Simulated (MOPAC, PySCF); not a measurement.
C2H6GeO, SMILES `C[C](=O)[GeH3]`, neutral singlet in the gas phase. 

Z-matrix (Å, degrees):
```
C
O 1 1.2053
C 1 1.5086 2 122.63
H 3 1.0897 1 110.63 2 -1.93
H 3 1.0933 4 110.15 1 121.60
H 3 1.0935 4 110.02 5 117.47
Ge 1 2.0320 2 119.84 3 -179.69
H 7 1.5329 1 108.36 2 -9.59
H 7 1.5407 8 110.39 1 -119.33
H 7 1.5412 8 110.69 9 -119.77
```
Charge 0, multiplicity 1.

All levels are single points at this geometry (B3LYP-D3(BJ)/def2-TZVP); Pople sets use spherical d functions. Orbital energies aren't observables, and empty levels follow the basis.

AM1 in MOPAC gives HOMO (eV) = -9.74.

Task: Estimate the HOMO (eV) from each of these levels: TPSSh-D3(BJ)/def2-TZVP in PySCF; SVWN5/6-31G* in PySCF; HF/3-21G in PySCF; HF/STO-3G in PySCF; PM6 in MOPAC.

Result: 
| level | HOMO (eV) |
|---|---|
| TPSSh-D3(BJ)/def2-TZVP in PySCF | -6.11 |
| SVWN5/6-31G* in PySCF | -5.33 |
| HF/3-21G in PySCF | -9.96 |
| HF/STO-3G in PySCF | -7.51 |
| PM6 in MOPAC | -9.64 |
